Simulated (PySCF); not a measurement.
HSn, SMILES [SnH] (connectivity only; charge and spin as stated), neutral, multiplicity 2. Geometry: B3LYP-D3(BJ)/def2-TZVPD. The def2 effective core potentials stand for the cores of Sn; spin–orbit coupling is left out.

The numbers are results of B3LYP-D3(BJ)/def2-TZVPD (PySCF 2.14.0), not measurements.

Harmonic wavenumbers (cm⁻¹): 1681. Rotational constants (GHz): 158.5 (linear); symmetry number 1.

Question: Work out the zero-point energy and the ideal-gas rigid-rotor harmonic-oscillator thermochemistry at 298.15 K and 1 atm.

Answer: ZPE = ½ Σ hcν = ½ × 1681 cm⁻¹ = 10.06 kJ/mol. H − E(el) = 18.74 kJ/mol. Entropy in J/(mol K): translation 168.42, rotation 38.82, vibration 0.02, spin 5.76, total 213.03. G − E(el) = -44.78 kJ/mol. Cp = 29.26 J/(mol K).
